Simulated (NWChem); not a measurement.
System: I2 anion, doublet

NWChem input:

```
start job
memory heap 200 mb stack 900 mb global 1100 mb
charge -1
geometry units angstroms noautoz
  I      0.000000     0.000000    -1.681490
  I      0.000000     0.000000     1.681490
end
basis spherical
  I library def2-svp
end
ecp
  I library def2-ecp
end
dft
  odft
  mult 2
  xc mn15
  grid xcoarse
  iterations 150
  mulliken
end
task dft gradient
```

Parts of the log:

```
             Northwest Computational Chemistry Package (NWChem) 7.3.0
             --------------------------------------------------------

 ORDER OF PRIMARY AXIS IS BEING SET TO 4
 D4H symmetry detected

                             Geometry "geometry" -> ""
                             -------------------------

 Output coordinates in angstroms (scale by  1.889725989 to convert to a.u.)

  No.       Tag          Charge          X              Y              Z
 ---- ---------------- ---------- -------------- -------------- --------------
    1 I                   53.0000     0.00000000     0.00000000    -1.68149000
    2 I                   53.0000     0.00000000     0.00000000     1.68149000

 Effective nuclear repulsion energy (a.u.)     442.0064622567

      Symmetry information
      --------------------

 Group name             D4h
 Group number             28
 Group order              16
 No. of unique centers     1

                                 NWChem DFT Module
                                 -----------------

 Summary of "ao basis" -> "ao basis" (spherical)
 ------------------------------------------------------------------------------
       Tag                 Description            Shells   Functions and Types
 ---------------- ------------------------------  ------  ---------------------
 I                          def2-svp                10       26   4s4p2d

      Symmetry analysis of basis
      --------------------------

        a1g        10
        a1u         0
        a2g         0
        a2u        10
        b1g         2
        b1u         2
        b2g         2
        b2u         2
        eg         12
        eu         12

            General Information
            -------------------
          SCF calculation type: DFT
          Wavefunction type:  spin polarized.
          No. of atoms     :     2
          No. of electrons :    51
           Alpha electrons :    26
            Beta electrons :    25
          Charge           :    -1
          Spin multiplicity:     2
          Use of symmetry is: on ; symmetry adaption is: on
          Maximum number of iterations: 150
          AO basis - number of functions:    52
                     number of shells:    20
          Convergence on energy requested:  1.00D-06
          Convergence on density requested:  1.00D-05
          Convergence on gradient requested:  5.00D-04

              XC Information
              --------------
                         MN15 Method XC Functional
                     Hartree-Fock (Exact) Exchange  0.440
                          MN15 Exchange Functional  1.000
                        MN15 Correlation Potential  1.000

             Grid Information
             ----------------
          Grid used for XC integration:  xcoarse
          Radial quadrature: Mura-Knowles
          Angular quadrature: Lebedev.
          Tag              B.-S. Rad. Rad. Pts. Rad. Cut. Ang. Pts.
          ---              ---------- --------- --------- ---------
          I                   1.40       84          10.0       194
          Grid pruning is: on
          Number of quadrature shells:    84
          Spatial weights used:  Erf1

      Superposition of Atomic Density Guess
      -------------------------------------

 Sum of atomic energies:        -694.25423975

 Renormalizing density from      50.00 to     51

      Non-variational initial energy
      ------------------------------

 Total energy =    -595.876884
 1-e energy   =   -1256.136967
 2-e energy   =     561.914039
 HOMO         =       0.040293
 LUMO         =       0.648201

   Symmetry analysis of molecular orbitals - initial alpha
   -------------------------------------------------------

 !! scf_movecs_sym_adapt:    8 vectors were symmetry contaminated

  Symmetry fudging

 !! scf_movecs_sym_adapt:    6 vectors were symmetry contaminated

  Numbering of irreducible representations:

     1 a1g         2 a1u         3 a2g         4 a2u         5 b1g
     6 b1u         7 b2g         8 b2u         9 eg         10 eu

  Orbital symmetries:

     1 a1g         2 a2u         3 eu          4 eu          5 eg
     6 eg          7 a1g         8 a2u         9 b1g        10 b2g
    11 b2u        12 b1u        13 a1g        14 eu         15 eu
    16 eg         17 eg         18 a2u        19 a1g        20 a2u
    21 a1g        22 eu         23 eu         24 eg         25 eg
    26 a2u        27 a1g        28 a2u        29 eu         30 eu
    31 a1g        32 a2u        33 eg         34 eg         35 eu
    36 eu

   Symmetry analysis of molecular orbitals - initial beta
   ------------------------------------------------------

 !! scf_movecs_sym_adapt:    8 vectors were symmetry contaminated

  Symmetry fudging

 !! scf_movecs_sym_adapt:    6 vectors were symmetry contaminated

  Numbering of irreducible representations:

     1 a1g         2 a1u         3 a2g         4 a2u         5 b1g
     6 b1u         7 b2g         8 b2u         9 eg         10 eu

  Orbital symmetries:

     1 a1g         2 a2u         3 eu          4 eu          5 eg
     6 eg          7 a1g         8 a2u         9 b1g        10 b2g
    11 b2u        12 b1u        13 a1g        14 eu         15 eu
    16 eg         17 eg         18 a2u        19 a1g        20 a2u
    21 a1g        22 eu         23 eu         24 eg         25 eg
    26 a2u        27 a1g        28 a2u        29 eu         30 eu
    31 a1g        32 a2u        33 eg         34 eg         35 eu
    36 eu

     ---------------------------------------------
      Total Density - Mulliken Population Analysis
     ---------------------------------------------

    Atom       Charge   Shell Charges
 -----------   ------   -------------------------------------------------------
    1 I   25    25.50   1.83  0.21  1.08  0.88  2.96  3.07  2.09  3.38  9.75  0.25
    2 I   25    25.50   1.83  0.21  1.08  0.88  2.96  3.07  2.09  3.38  9.75  0.25

     --------------------------------------------
      Spin Density - Mulliken Population Analysis
     --------------------------------------------

    Atom       Charge   Shell Charges
 -----------   ------   -------------------------------------------------------
    1 I   25     0.50   0.00  0.00  0.01 -0.00 -0.01  0.02  0.19  0.29  0.00  0.00
    2 I   25     0.50   0.00  0.00  0.01 -0.00 -0.01  0.02  0.19  0.29  0.00  0.00

   convergence    iter        energy       DeltaE   RMS-Dens  Diis-err
 ---------------- ----- ----------------- --------- --------- ---------
 d= 0,ls=0.0,diis     1   -593.9772002383 -6.92D+02  1.80D-02  1.51D-01
                                                     1.60D-02  1.36D-01
 d= 0,ls=0.0,diis     2   -594.0290606840 -5.19D-02  5.98D-03  4.72D-02
                                                     5.78D-03  4.52D-02
 d= 0,ls=0.0,diis     3   -594.0521324392 -2.31D-02  6.14D-04  1.37D-03
                                                     5.83D-04  1.39D-03
 d= 0,ls=0.0,diis     4   -594.0525626653 -4.30D-04  2.01D-04  4.70D-05
                                                     1.40D-04  3.08D-05
 d= 0,ls=0.0,diis     5   -594.0525823691 -1.97D-05  4.63D-05  4.37D-06
                                                     5.57D-05  6.26D-06
  Resetting Diis
 d= 0,ls=0.0,diis     6   -594.0525864538 -4.08D-06  1.22D-05  7.38D-08
                                                     9.70D-06  2.70D-08
 d= 0,ls=0.0,diis     7   -594.0525865295 -7.57D-08  9.87D-07  8.18D-10
                                                     8.75D-07  5.92D-10

         Total DFT energy =     -594.052586529536
      One electron energy =    -1242.470078343441
           Coulomb energy =      593.183268529128
    Exchange-Corr. energy =      -43.111821183168
 Nuclear repulsion energy =       98.346044467945

 Numeric. integr. density =       50.999976537337

                  Occupations of the irreducible representations
                  ----------------------------------------------

                     irrep           alpha         beta
                     --------     --------     --------
                     a1g               5.0          5.0
                     a1u               0.0          0.0
                     a2g               0.0          0.0
                     a2u               5.0          4.0
                     b1g               1.0          1.0
                     b1u               1.0          1.0
                     b2g               1.0          1.0
                     b2u               1.0          1.0
                     eg                6.0          6.0
                     eu                6.0          6.0

                    DFT Final Alpha Molecular Orbital Analysis
                    ------------------------------------------

 Vector   24  Occ=1.000000D+00  E=-8.987369D-02  Symmetry=eg
              MO Center= -9.1D-15,  7.3D-15, -7.5D-14, r^2= 5.0D+00
   Bfn.  Coefficient  Atom+Function         Bfn.  Coefficient  Atom+Function
  ----- ------------  ---------------      ----- ------------  ---------------
    11      0.375076  1 I  px                14      0.375262  1 I  px
    37     -0.375076  2 I  px                40     -0.375262  2 I  px
    12     -0.194196  1 I  py                15     -0.194293  1 I  py
    38      0.194196  2 I  py                41      0.194293  2 I  py
     8     -0.159822  1 I  px                34      0.159822  2 I  px

 Vector   25  Occ=1.000000D+00  E=-8.987369D-02  Symmetry=eg
              MO Center=  3.1D-15,  6.1D-15,  2.1D-16, r^2= 5.0D+00
   Bfn.  Coefficient  Atom+Function         Bfn.  Coefficient  Atom+Function
  ----- ------------  ---------------      ----- ------------  ---------------
    12      0.375076  1 I  py                15      0.375262  1 I  py
    38     -0.375076  2 I  py                41     -0.375262  2 I  py
    11      0.194196  1 I  px                14      0.194293  1 I  px
    37     -0.194196  2 I  px                40     -0.194293  2 I  px
     9     -0.159822  1 I  py                35      0.159822  2 I  py

 Vector   26  Occ=1.000000D+00  E=-7.134964D-02  Symmetry=a2u
              MO Center= -1.7D-17, -1.4D-17,  1.1D-15, r^2= 5.4D+00
   Bfn.  Coefficient  Atom+Function         Bfn.  Coefficient  Atom+Function
  ----- ------------  ---------------      ----- ------------  ---------------
    16      0.476448  1 I  pz                42      0.476448  2 I  pz
    13      0.450421  1 I  pz                39      0.450421  2 I  pz
    10     -0.189577  1 I  pz                36     -0.189577  2 I  pz
     7     -0.153785  1 I  pz                33     -0.153785  2 I  pz
     3      0.132784  1 I  s                 29     -0.132784  2 I  s

 Vector   27  Occ=0.000000D+00  E= 4.254029D-01  Symmetry=a1g
              MO Center= -6.1D-18, -2.8D-17, -3.9D-14, r^2= 6.4D+00
   Bfn.  Coefficient  Atom+Function         Bfn.  Coefficient  Atom+Function
  ----- ------------  ---------------      ----- ------------  ---------------
     3      1.624908  1 I  s                 29      1.624908  2 I  s
     4     -1.360522  1 I  s                 30     -1.360522  2 I  s
     2     -0.309656  1 I  s                 28     -0.309656  2 I  s
     1     -0.257843  1 I  s                 27     -0.257843  2 I  s
    16      0.124098  1 I  pz                42     -0.124098  2 I  pz

 Vector   28  Occ=0.000000D+00  E= 4.859383D-01  Symmetry=a2u
              MO Center= -2.8D-18,  7.9D-19,  4.3D-14, r^2= 8.2D+00
   Bfn.  Coefficient  Atom+Function         Bfn.  Coefficient  Atom+Function
  ----- ------------  ---------------      ----- ------------  ---------------
     3      1.502762  1 I  s                 29     -1.502762  2 I  s
     4     -1.331352  1 I  s                 30      1.331352  2 I  s
    13     -0.490172  1 I  pz                39     -0.490172  2 I  pz
    16      0.361431  1 I  pz                42      0.361431  2 I  pz
     2     -0.274722  1 I  s                 28      0.274722  2 I  s

 Vector   29  Occ=0.000000D+00  E= 5.638200D-01  Symmetry=eu
              MO Center= -7.5D-16, -8.0D-16,  9.4D-15, r^2= 5.2D+00
   Bfn.  Coefficient  Atom+Function         Bfn.  Coefficient  Atom+Function
  ----- ------------  ---------------      ----- ------------  ---------------
    11      0.672261  1 I  px                37      0.672261  2 I  px
    12      0.573859  1 I  py                38      0.573859  2 I  py
    14     -0.536975  1 I  px                40     -0.536975  2 I  px
    15     -0.458376  1 I  py                41     -0.458376  2 I  py
    25      0.278940  1 I  d  1              51     -0.278940  2 I  d  1

                     DFT Final Beta Molecular Orbital Analysis
                     -----------------------------------------

 Vector   23  Occ=1.000000D+00  E=-1.058586D-01  Symmetry=eu
              MO Center= -2.0D-14,  1.4D-14,  1.1D-14, r^2= 4.8D+00
   Bfn.  Coefficient  Atom+Function         Bfn.  Coefficient  Atom+Function
  ----- ------------  ---------------      ----- ------------  ---------------
    14      0.360751  1 I  px                40      0.360751  2 I  px
    11      0.344649  1 I  px                37      0.344649  2 I  px
    15     -0.194880  1 I  py                41     -0.194880  2 I  py
    12     -0.186181  1 I  py                38     -0.186181  2 I  py
     8     -0.149971  1 I  px                34     -0.149971  2 I  px

 Vector   24  Occ=1.000000D+00  E=-8.185419D-02  Symmetry=eg
              MO Center= -2.2D-18, -7.5D-18, -8.6D-15, r^2= 5.0D+00
   Bfn.  Coefficient  Atom+Function         Bfn.  Coefficient  Atom+Function
  ----- ------------  ---------------      ----- ------------  ---------------
    14      0.373471  1 I  px                40     -0.373471  2 I  px
    11      0.367403  1 I  px                37     -0.367403  2 I  px
    15     -0.204465  1 I  py                41      0.204465  2 I  py
    12     -0.201142  1 I  py                38      0.201142  2 I  py
     8     -0.157240  1 I  px                34      0.157240  2 I  px

 Vector   25  Occ=1.000000D+00  E=-8.185419D-02  Symmetry=eg
              MO Center=  4.6D-15,  8.6D-15,  2.4D-14, r^2= 5.0D+00
   Bfn.  Coefficient  Atom+Function         Bfn.  Coefficient  Atom+Function
  ----- ------------  ---------------      ----- ------------  ---------------
    15      0.373471  1 I  py                41     -0.373471  2 I  py
    12      0.367403  1 I  py                38     -0.367403  2 I  py
    14      0.204465  1 I  px                40     -0.204465  2 I  px
    11      0.201142  1 I  px                37     -0.201142  2 I  px
     9     -0.157240  1 I  py                35      0.157240  2 I  py

 Vector   26  Occ=0.000000D+00  E= 5.572635D-02  Symmetry=a2u
              MO Center= -1.5D-14, -3.6D-14, -4.2D-14, r^2= 5.6D+00
   Bfn.  Coefficient  Atom+Function         Bfn.  Coefficient  Atom+Function
  ----- ------------  ---------------      ----- ------------  ---------------
    16      0.521087  1 I  pz                42      0.521087  2 I  pz
    13      0.410104  1 I  pz                39      0.410104  2 I  pz
    10     -0.181445  1 I  pz                36     -0.181445  2 I  pz
     3      0.148340  1 I  s                 29     -0.148340  2 I  s
     7     -0.146704  1 I  pz                33     -0.146704  2 I  pz

[...]

                         DFT ENERGY GRADIENTS

    atom               coordinates                        gradient
                 x          y          z           x          y          z
   1 I       0.000000   0.000000  -3.177555    0.000000   0.000000  -0.001924
   2 I       0.000000   0.000000   3.177555    0.000000   0.000000   0.001924
```

Level: MN15/def2-SVP with def2 effective core potentials on I, spin-unrestricted. Sets without diffuse functions describe the anion's extra electron poorly. Geometry: optimised at B3LYP/def2-SVPD, spin-unrestricted. No stability test was run on the SCF state. def2 effective core potentials on I; no spin-orbit coupling.
